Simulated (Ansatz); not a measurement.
Program: Ansatz. Geometries: PBE0-D4/def2-TZVP. ΔE: electronic, gas phase. CCSD(T)/CBS adds triple-zeta CCSD(T) − MP2 to the extrapolated MP2 energy (def2 sets, frozen cores). Functionals use def2-TZVPP. One conformer a species, not always the lowest.

Consider the redistribution: `C#C[SiH](Cl)OC` + `[SiH3][Al]([Cl])[Cl]` → `C#C[SiH]([SiH3])Cl` + `C[O][Al]([Cl])[Cl]`.

```csv
level,ΔE (kcal/mol)
PBE-D4,-1.9
r2SCAN-D4,-2.5
PBE0-D4,-1.8
ωB97M-V,-1.6
r2SCAN,-2.5
HF/def2-TZVPP,-1.5
CCSD/def2-TZVPP,-1.8
SCS-MP2/def2-QZVPP,-2.4
```

Problem. What does CCSD(T)/CBS give? (An estimate is asked.)

Solution. Computed: -1.8 kcal/mol. The listed levels differ from it by -0.1, -0.7, 0.0, 0.2, -0.7, 0.3, 0.0, -0.6 kcal/mol.

Largest T1 diagnostic among the species: 0.012.
